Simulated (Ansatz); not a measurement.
A nudged elastic band was laid between two geometries of C2H7FO2Si (13 atoms, charge 0, multiplicity 1).

Method: Ansatz 0.2.0, RHF/def2-SVP.

* movable images: 5
* climbing image: yes
* spring: 5.0 eV/Å²
* optimiser: quadratic models (default)
* start path: through a guess of the saddle point
* force threshold: 0.05 eV/Å
* iteration limit: 60
* end points: relaxed

First end point:

```xyz
13
Properties=species:S:1:pos:R:3
C -1.894 1.135 -0.320
O -0.753 0.478 0.150
Si 0.208 -0.633 -0.563
F -0.612 -2.006 -0.769
C 1.618 -0.921 0.639
O 2.219 0.301 0.990
H -2.725 0.439 -0.441
H -1.705 1.626 -1.277
H -2.182 1.894 0.405
H 0.617 -0.192 -1.907
H 2.389 -1.544 0.183
H 1.262 -1.469 1.519
H 1.579 0.856 1.407
```

Last end point:

```xyz
13
Properties=species:S:1:pos:R:3
C -1.788 1.131 -0.584
O -0.793 0.306 -0.017
Si 0.140 -1.202 -0.979
F -0.701 -2.357 -0.162
C 1.558 -0.939 0.355
O 1.671 0.451 0.643
H -2.534 0.483 -1.035
H -1.365 1.782 -1.347
H -2.256 1.725 0.199
H -0.101 0.790 0.442
H 2.508 -1.318 -0.035
H 1.321 -1.499 1.266
H 2.360 0.614 1.269
```

Q: Which bonds break or form, and what moves?

A: Bonds broken: Si3–H10. Bonds formed: O2–H10.

Q: Give the energies along the band, and the barrier.

A: The forces met the threshold. The highest image is number 2 of 0 to 6, 100.0 kcal/mol above the first end and 46.1 kcal/mol above the last; the last end lies 53.8 kcal/mol above the first. Neighbouring images differ by up to 4.3 eV, so the band resolves the path poorly. A vibrational analysis at the climbing image gives one clearly imaginary mode, 2053i cm⁻¹: a first-order saddle point. The orbitals stay closed-shell, which can raise the energy where a bond breaks towards radicals; this wasn't checked here.

```json
{"image": "0", "path coordinate (Å)": "0.00", "energy (kcal/mol)": "0.0", "Si3–H10 (Å)": "1.47", "O2–H10 (Å)": "2.56"}
{"image": "1", "path coordinate (Å)": "1.55", "energy (kcal/mol)": "0.8", "Si3–H10 (Å)": "1.47", "O2–H10 (Å)": "2.55"}
{"image": "2", "path coordinate (Å)": "3.10", "energy (kcal/mol)": "100.0", "Si3–H10 (Å)": "1.62", "O2–H10 (Å)": "1.27"}
{"image": "3", "path coordinate (Å)": "4.99", "energy (kcal/mol)": "60.6", "Si3–H10 (Å)": "2.71", "O2–H10 (Å)": "0.95"}
{"image": "4", "path coordinate (Å)": "6.87", "energy (kcal/mol)": "54.8", "Si3–H10 (Å)": "2.47", "O2–H10 (Å)": "0.96"}
{"image": "5", "path coordinate (Å)": "8.75", "energy (kcal/mol)": "54.1", "Si3–H10 (Å)": "2.47", "O2–H10 (Å)": "0.96"}
{"image": "6", "path coordinate (Å)": "10.63", "energy (kcal/mol)": "53.8", "Si3–H10 (Å)": "2.46", "O2–H10 (Å)": "0.96"}
```

Q: What is the geometry of the highest image?

A: 
```xyz
13
Properties=species:S:1:pos:R:3:forces:R:3
C -1.775 1.021 -0.299 0.03 0.00 -0.01
O -0.372 0.880 -0.368 -0.01 0.01 0.00
Si 0.592 -0.585 -0.937 0.00 -0.01 0.00
F -0.562 -1.721 -1.096 0.01 0.01 0.00
C 1.503 -1.080 0.652 -0.01 -0.01 0.00
O 2.196 0.011 1.192 0.01 0.01 0.00
H -2.161 0.432 0.532 -0.01 0.00 0.00
H -2.248 0.675 -1.220 -0.01 0.00 0.00
H -2.015 2.070 -0.141 -0.01 0.00 0.00
H 0.260 0.905 -1.467 0.00 0.00 0.00
H 2.231 -1.870 0.459 0.00 0.00 0.00
H 0.775 -1.497 1.361 0.00 0.00 0.00
H 1.595 0.724 1.347 0.00 0.00 0.00
```

The band took 28 iterations and roughly 16 core-minutes.

The run took 8.3 min on 2 threads of AMD EPYC 7R43 64-Core Processor (Zen 3), on a shared host, peak memory 0.3 GiB.
